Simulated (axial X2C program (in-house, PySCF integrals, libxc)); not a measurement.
## Bond lengths and stretching modes, held linear, of InCN⁻

Calculated with an in-house all-electron X2C program for linear molecules (integrals from PySCF): two-component X2C with atomic mean-field Coulomb and Gaunt terms, Gaussian nuclei, basis In dyall-v3z, C dyall-v3z, N dyall-av3z with contracted cores. Spin-free rows use the one-electron spin-free X2C Hamiltonian.

Masses In 114.904, C 12.000, N 14.003 u. States: 2c Ω = 1/2 (beyond evenly filled blocks: ω = 1/2); spin-free M_S = 1/2, Λ = 1 (beyond evenly filled blocks: π+α).

HF, spin-free: energies above the lowest point

```json
{"r(In–C) (Å)": "2.3078", "r(C–N) (Å)": "1.1359", "E (meV)": "30.76"}
{"r(In–C) (Å)": "2.3078", "r(C–N) (Å)": "1.1650", "E (meV)": "63.72"}
{"r(In–C) (Å)": "2.3078", "r(C–N) (Å)": "1.1941", "E (meV)": "193.00"}
{"r(In–C) (Å)": "2.3670", "r(C–N) (Å)": "1.1359", "E (meV)": "6.34"}
{"r(In–C) (Å)": "2.3670", "r(C–N) (Å)": "1.1650", "E (meV)": "38.34"}
{"r(In–C) (Å)": "2.3670", "r(C–N) (Å)": "1.1941", "E (meV)": "167.43"}
{"r(In–C) (Å)": "2.3670", "r(C–N) (Å)": "1.2233", "E (meV)": "370.86"}
{"r(In–C) (Å)": "2.4262", "r(C–N) (Å)": "1.1359", "E (meV)": "0.00"}
{"r(In–C) (Å)": "2.4262", "r(C–N) (Å)": "1.1650", "E (meV)": "30.82"}
{"r(In–C) (Å)": "2.4262", "r(C–N) (Å)": "1.1941", "E (meV)": "159.32"}
{"r(In–C) (Å)": "2.4853", "r(C–N) (Å)": "1.1650", "E (meV)": "36.97"}
{"r(In–C) (Å)": "2.4853", "r(C–N) (Å)": "1.2233", "E (meV)": "370.11"}
```

Task: Fit a quadratic surface with cubic terms in each bond: where is the minimum, and what are the two stretching wavenumbers?

Result: At HF, spin-free: bonds 2.424 and 1.142 Å; harmonic stretches 224.4 and 2408.5 cm⁻¹; force constants 0.635, 21.9 and coupling -0.02 mdyn/Å.

The other levels and Hamiltonians give:

```csv
Hamiltonian,level,r(In–C) (Å),r(C–N) (Å),lower stretch (cm⁻¹),upper stretch (cm⁻¹)
2c,PBE0,2.363,1.163,240.4,2196.5
2c,HF,2.428,1.142,221.0,2406.3
2c,LDA,2.299,1.169,257.2,2125.7
spin-free,PBE0,2.360,1.163,242.8,2196.4
spin-free,LDA,2.296,1.169,259.3,2124.6
```

Each state is one determinant, the lowest of a limited PBE0 search; the stretches come from a fit to these few points and carry an uncertainty of a few per cent. Other orders of the atoms were not compared. Left out for rough or failed fits: MP2 2c, MP2 spin-free. For an anion the highest level of a functional can be positive, and the basis then holds the extra electron. The molecule was held linear; bending was not examined, so a bent shape may lie lower. Note: functional without a current term on a determinant with orbital currents, of the molecule or an atom.
